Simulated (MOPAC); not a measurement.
MOPAC input (PM6):

```
PM6 FORCE THERMO(298,298) PRECISE LET CHARGE=-1 GEO-OK AUX(PRECISION=9) THREADS=1
H5BN

B    -0.87543814 1    0.05341241 1   -0.07593527 1
N     0.61688566 1   -0.09100316 1    0.00094128 1
H    -1.25310697 1    1.13443368 1   -0.39984622 1
H    -1.44969792 1   -0.18424141 1    0.93887187 1
H     0.72720674 1   -1.07233744 1    0.21013221 1
H     1.25445615 1    0.44614631 1    0.62368571 1
H     0.89819603 1    0.07458791 1   -0.95422826 1
```

From the last part of the output:

```
     H    7   4.663501

          HEAT OF FORMATION =      39.563884 KCALS/MOLE

          ZERO POINT ENERGY      34.965 KCAL/MOL

           NORMAL COORDINATE ANALYSIS (Total motion = 1 Angstrom)

   Root No.       1         2         3         4         5         6         7         8

                 1 A"      1 A'      2 A"      2 A'      3 A"      3 A'      4 A'      5 A'

                 288.0     730.3     761.4     829.8    1102.7    1144.4    1177.8    1279.4

           1    0.0000   -0.0492   -0.0000   -0.0334   -0.0000    0.0503    0.1213   -0.0045
           2    0.0227   -0.0298   -0.0197   -0.0200   -0.0470   -0.0149   -0.0108   -0.0023
           3   -0.0127   -0.0533    0.0110   -0.0359    0.0262   -0.0267   -0.0194   -0.0042
           4   -0.0000    0.0160   -0.0000    0.0388    0.0000   -0.0614   -0.0573   -0.0552
           5   -0.0079   -0.0001   -0.0118    0.0211    0.0430    0.0143   -0.0013    0.0031
           6    0.0044   -0.0001    0.0066    0.0378   -0.0240    0.0256   -0.0023    0.0055
           7    0.0257    0.1282    0.2045   -0.0721    0.2048    0.2519   -0.1662   -0.0108
           8    0.0339    0.0686    0.0836   -0.0305    0.0523    0.0839   -0.1470   -0.0019
           9    0.2175    0.2705   -0.0464    0.0734    0.0389   -0.0468    0.2338    0.0163
          10   -0.0257    0.1282   -0.2045   -0.0721   -0.2048    0.2519   -0.1662   -0.0108
          11   -0.1672    0.1941    0.0834    0.0785   -0.0056   -0.0839    0.2762    0.0149
          12   -0.1431    0.2005   -0.0468    0.0126   -0.0650    0.0468   -0.0022    0.0069
          13    0.0570    0.0779    0.1969   -0.1641   -0.1917   -0.1251   -0.0556    0.2689
          14   -0.0055    0.0132    0.0484   -0.0264   -0.0213   -0.0068   -0.0076    0.0743
          15    0.1656    0.0193   -0.0799   -0.0467    0.0664   -0.0088    0.0047    0.0146
          16    0.0000   -0.1073    0.0000    0.2915   -0.0000    0.0597   -0.0613    0.2992
          17    0.1496    0.0346    0.0667   -0.0742   -0.0516   -0.0279    0.0045   -0.0783
          18   -0.0834    0.0620   -0.0372   -0.1331    0.0288   -0.0500    0.0081   -0.1405
          19   -0.0570    0.0779   -0.1969   -0.1641    0.1917   -0.1251   -0.0556    0.2689
          20   -0.1438    0.0095    0.0934   -0.0259   -0.0676   -0.0039    0.0080   -0.0266
          21   -0.0823    0.0214    0.0008   -0.0470   -0.0168   -0.0104   -0.0040    0.0709

   Root No.       9        10        11        12        13        14        15

                 4 A"      6 A'      7 A'      5 A"      8 A'      9 A'      6 A"

                1510.5    1597.3    2494.2    2815.8    2867.6    2908.2    2951.1

           1   -0.0000   -0.0031   -0.0024    0.0000   -0.0040    0.0335   -0.0000
           2   -0.0014   -0.0019   -0.0014    0.0029    0.0019   -0.0140   -0.0536
           3    0.0008   -0.0034   -0.0025   -0.0016    0.0033   -0.0251    0.0299
           4   -0.0000    0.0041   -0.0196   -0.0000    0.0118    0.0022   -0.0000
           5   -0.0321   -0.0209   -0.0210   -0.0397   -0.0110   -0.0025   -0.0040
           6    0.0179   -0.0374   -0.0377    0.0221   -0.0198   -0.0045    0.0022
           7    0.0100    0.0057    0.0012    0.0185    0.0341   -0.1709   -0.1878
           8    0.0028    0.0027    0.0137   -0.0352   -0.0670    0.3486    0.3829
           9    0.0037    0.0042    0.0067    0.0015    0.0037   -0.0102    0.0016
          10   -0.0100    0.0057    0.0012   -0.0185    0.0341   -0.1709    0.1878
          11   -0.0017    0.0022   -0.0015   -0.0198    0.0383   -0.1919    0.1999
          12   -0.0043    0.0045    0.0152    0.0292   -0.0551    0.2913   -0.3266
          13   -0.1750   -0.0663   -0.0502   -0.1040   -0.0843   -0.0164   -0.0132
          14   -0.0443   -0.0406    0.0278    0.4113    0.3754    0.0736    0.0364
          15   -0.1818    0.4075   -0.0468    0.0417    0.0064    0.0017    0.0057
          16    0.0000    0.0973    0.3968   -0.0000   -0.0211   -0.0153   -0.0000
          17    0.3730   -0.0220    0.3215   -0.0167   -0.0214   -0.0082   -0.0023
          18   -0.2081   -0.0394    0.5764    0.0093   -0.0384   -0.0146    0.0013
          19    0.1750   -0.0663   -0.0502    0.1040   -0.0843   -0.0164    0.0132
          20    0.1314    0.3681   -0.0544    0.1806   -0.1918   -0.0372    0.0143
          21    0.1332    0.1795   -0.0009   -0.3718    0.3228    0.0635   -0.0340

           MASS-WEIGHTED COORDINATE ANALYSIS (NORMAL COORDINATES)

   Root No.       1         2         3         4         5         6         7         8

                 1 A"      1 A'      2 A"      2 A'      3 A"      3 A'      4 A'      5 A'

                 288.0     730.3     761.4     829.8    1102.7    1144.4    1177.8    1279.4

           1    0.0000   -0.3003   -0.0000   -0.2116   -0.0000    0.3085    0.6082   -0.0265
           2    0.1673   -0.1816   -0.1405   -0.1266   -0.3118   -0.0913   -0.0543   -0.0137
           3   -0.0933   -0.3255    0.0783   -0.2270    0.1739   -0.1636   -0.0973   -0.0245
           4   -0.0000    0.1114   -0.0000    0.2796    0.0000   -0.4284   -0.3270   -0.3661
           5   -0.0666   -0.0005   -0.0960    0.1519    0.3248    0.0996   -0.0073    0.0204
           6    0.0372   -0.0008    0.0536    0.2723   -0.1812    0.1786   -0.0132    0.0366
           7    0.0579    0.2388    0.4455   -0.1393    0.4147    0.4717   -0.2544   -0.0192
           8    0.0764    0.1279    0.1822   -0.0589    0.1060    0.1571   -0.2249   -0.0034
           9    0.4895    0.5041   -0.1010    0.1418    0.0787   -0.0877    0.3578    0.0291
          10   -0.0579    0.2388   -0.4455   -0.1393   -0.4147    0.4717   -0.2544   -0.0192
          11   -0.3764    0.3617    0.1817    0.1517   -0.0113   -0.1572    0.4227    0.0265
          12   -0.3222    0.3737   -0.1019    0.0244   -0.1315    0.0876   -0.0034    0.0124
          13    0.1283    0.1453    0.4289   -0.3171   -0.3881   -0.2342   -0.0851    0.4787
          14   -0.0125    0.0246    0.1054   -0.0510   -0.0430   -0.0128   -0.0117    0.1323
          15    0.3728    0.0360   -0.1740   -0.0902    0.1343   -0.0165    0.0071    0.0260
          16    0.0000   -0.1999    0.0000    0.5631   -0.0000    0.1119   -0.0937    0.5326
          17    0.3368    0.0644    0.1453   -0.1434   -0.1045   -0.0522    0.0069   -0.1395
          18   -0.1878    0.1155   -0.0811   -0.2572    0.0583   -0.0937    0.0123   -0.2500
          19   -0.1283    0.1453   -0.4289   -0.3171    0.3881   -0.2342   -0.0851    0.4787
          20   -0.3237    0.0177    0.2035   -0.0500   -0.1369   -0.0073    0.0122   -0.0474
          21   -0.1853    0.0399    0.0017   -0.0908   -0.0340   -0.0195   -0.0062    0.1263

   Root No.       9        10        11        12        13        14        15

                 4 A"      6 A'      7 A'      5 A"      8 A'      9 A'      6 A"

                1510.5    1597.3    2494.2    2815.8    2867.6    2908.2    2951.1

           1   -0.0000   -0.0162   -0.0099    0.0000   -0.0231    0.1897   -0.0000
           2   -0.0078   -0.0102   -0.0057    0.0152    0.0107   -0.0791   -0.2751
           3    0.0044   -0.0182   -0.0102   -0.0085    0.0193   -0.1418    0.1534
           4   -0.0000    0.0247   -0.0918   -0.0000    0.0780    0.0141   -0.0000
           5   -0.2076   -0.1258   -0.0983   -0.2352   -0.0728   -0.0162   -0.0235
           6    0.1158   -0.2256   -0.1762    0.1312   -0.1306   -0.0291    0.0131
           7    0.0173    0.0091    0.0015    0.0293    0.0604   -0.2953   -0.2942
           8    0.0049    0.0043    0.0172   -0.0560   -0.1186    0.6024    0.5998
           9    0.0064    0.0069    0.0084    0.0024    0.0065   -0.0176    0.0025
          10   -0.0173    0.0091    0.0015   -0.0293    0.0604   -0.2954    0.2942
          11   -0.0029    0.0035   -0.0019   -0.0314    0.0679   -0.3315    0.3130
          12   -0.0075    0.0073    0.0190    0.0464   -0.0975    0.5033   -0.5116
          13   -0.3033   -0.1074   -0.0630   -0.1653   -0.1492   -0.0284   -0.0207
          14   -0.0768   -0.0657    0.0349    0.6538    0.6644    0.1271    0.0570
          15   -0.3152    0.6595   -0.0587    0.0663    0.0113    0.0029    0.0089
          16    0.0000    0.1574    0.4977   -0.0000   -0.0374   -0.0264   -0.0000
          17    0.6466   -0.0355    0.4032   -0.0265   -0.0379   -0.0141   -0.0037
          18   -0.3606   -0.0637    0.7228    0.0148   -0.0679   -0.0253    0.0020
          19    0.3033   -0.1074   -0.0630    0.1653   -0.1492   -0.0284    0.0207
          20    0.2278    0.5957   -0.0683    0.2871   -0.3395   -0.0643    0.0224
          21    0.2309    0.2906   -0.0012   -0.5911    0.5712    0.1097   -0.0532

          DESCRIPTION OF VIBRATIONS

 VIBRATION          1    1A"         ATOM PAIR     ENERGY CONTRIBUTION    RADIAL
 FREQUENCY           287.99         N 2 -- H 6         +25.6% (163.9%)      0.0%
 TRANSITION DIPOLE   0.8208         N 2 -- H 5         +24.2% (159.5%)      2.0%
 TRAVEL (Ang.)       0.0000         N 2 -- H 7         +24.2% (159.5%)      2.0%
 REDUCED MASS        0.2109         B 1 -- H 3         +10.3% (103.9%)      3.2%
 EFFECTIVE MASS      4.3179         B 1 -- H 4         +10.3% (103.9%)      3.2%
 FORCE CONSTANT      0.0103

 VIBRATION          2    1A'         ATOM PAIR     ENERGY CONTRIBUTION    RADIAL
 FREQUENCY           730.28         B 1 -- H 4         +32.8% ( 67.3%)      0.3%
 TRANSITION DIPOLE   1.5928         B 1 -- H 3         +32.8% ( 67.3%)      0.3%
 TRAVEL (Ang.)       0.3418         B 1 -- N 2         +14.8% ( 45.2%)     55.1%
 REDUCED MASS        0.7903         N 2 -- H 6         +11.2% ( 39.3%)      5.1%
 EFFECTIVE MASS      3.2795
 FORCE CONSTANT      0.2483

 VIBRATION          3    2A"         ATOM PAIR     ENERGY CONTRIBUTION    RADIAL
 FREQUENCY           761.40         N 2 -- H 7         +23.7% ( 70.2%)      2.8%
 TRANSITION DIPOLE   0.5917         N 2 -- H 5         +23.7% ( 70.2%)      2.8%
 TRAVEL (Ang.)       0.6201         B 1 -- H 3         +22.4% ( 68.3%)      3.5%
 REDUCED MASS        0.2303         B 1 -- H 4         +22.4% ( 68.3%)      3.5%
 EFFECTIVE MASS      1.5314
 FORCE CONSTANT      0.0787

 VIBRATION          4    2A'         ATOM PAIR     ENERGY CONTRIBUTION    RADIAL
 FREQUENCY           829.80         N 2 -- H 6         +33.2% ( 80.1%)     23.2%
```

The dipole moment of an ion depends on the origin.
